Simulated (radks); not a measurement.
The numbers below are computed, except where a source is named.
Task: All-electron atom: Cr5+ in [Ar] 3d1. Code: a radial shooting solver on a logarithmic mesh with Libxc functionals. Model: Dirac Kohn-Sham, PBE, spin-unpolarised, spherical densities, point nucleus; open shells are shared between the two j in proportion to 2j + 1. Some entries of the table are withheld. Estimate them.

orbital  occ.  eigenvalue (Ry)  <r^2> (bohr^2)  r(max) (bohr)
1s1/2       2        -438.4729        0.005433        0.04160
2s1/2       2        -55.54352          0.1013            (1)
2p1/2       2        -48.12913             (2)         0.1963
2p3/2       4        -47.49445             (3)         0.1986
3s1/2       2        -11.38068          0.8492         0.7620
3p1/2       2         -9.25796             (4)         0.7699
3p3/2       4         -9.17114             (5)         0.7759
3d3/2     0.4         -5.82064           1.097         0.7379
3d5/2     0.6         -5.81006           1.101         0.7395

Result: 
(1) 2s1/2 r(max) (bohr): 0.2436
(2) 2p1/2 <r^2> (bohr^2): 0.08193
(3) 2p3/2 <r^2> (bohr^2): 0.08361
(4) 3p1/2 <r^2> (bohr^2): 0.9216
(5) 3p3/2 <r^2> (bohr^2): 0.9353
